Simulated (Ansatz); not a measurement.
Consider the substitution at a C–Ge bond: `[CH3][GeH]([Cl])[CH]=O` + `OCS[SiH3]` → `COCS[SiH3]` + `O=[CH][GeH2][Cl]`.

Gas-phase electronic energies from Ansatz, PBE0-D4/def2-TZVP geometries. CCSD(T)/CBS is the MP2 limit (def2-TZVPP, def2-QZVPP) plus CCSD(T) − MP2 in def2-TZVPP, frozen cores. Functionals use def2-TZVPP. For Ge outer-core shells are correlated without core-valence functions, which leaves a few kJ/mol of doubt a bond. Scalar relativity is left out up to krypton. One conformer a species, not always the lowest.

`[CH3][GeH]([Cl])[CH]=O`:

```xyz
10

C    -0.513    1.425   -0.155
Ge    0.004   -0.388   -0.600
Cl    1.834   -0.362   -1.759
C     0.445   -1.425    1.060
O    -0.204   -1.284    2.058
H    -1.340    1.393    0.557
H     0.329    1.945    0.301
H    -0.826    1.960   -1.051
H    -1.039   -1.139   -1.445
H     1.311   -2.126    1.034
```

`OCS[SiH3]`:

Cartesian coordinates in Å:
```
O 0.472 1.101 1.718
C 0.495 -0.227 1.315
S 1.287 -0.517 -0.319
Si -0.407 -0.193 -1.561
H -0.052 1.611 1.092
H 1.113 -0.767 2.031
H -0.501 -0.684 1.299
H 0.063 -0.245 -2.965
H -1.013 1.141 -1.286
H -1.457 -1.220 -1.325
```

`COCS[SiH3]`:

Cartesian coordinates in Å:
```
C 0.474 -0.160 -1.868
O 1.057 -0.173 -0.585
C 0.803 0.963 0.163
S -0.944 1.166 0.703
Si -1.160 -0.706 1.702
H 0.829 0.700 -2.450
H -0.618 -0.119 -1.807
H 0.779 -1.080 -2.364
H 1.433 0.907 1.050
H 1.029 1.882 -0.393
H -1.292 -1.846 0.760
H 0.012 -0.939 2.586
H -2.403 -0.595 2.505
```

`O=[CH][GeH2][Cl]`:

Z-matrix (Å, degrees):
```
Ge
C 1 2.008
Cl 1 2.156 2 106.1
H 1 1.533 2 111.1 3 -117.2
H 1 1.533 2 111.1 3 117.2
O 2 1.197 1 120.9 3 179.9
H 2 1.114 1 117.6 3 -0.1
```

```
         level  ΔE (eV)
       PBE0-D4     0.77
        B2PLYP     0.76
 HF/def2-TZVPP     0.69
MP2/def2-QZVPP     0.86
```

Question: What does CCSD(T)/CBS give? (Estimate.)

Answer: Computed: +0.81 eV. The listed levels differ from it by -0.04, -0.05, -0.12, 0.05 eV.

Largest T1 diagnostic among the species: 0.013.

In def2-TZVPP, CCSD(T) changes the Hartree–Fock value by +0.09 eV (the triples alone add +0.00 eV) and MP2 by +0.16 eV.
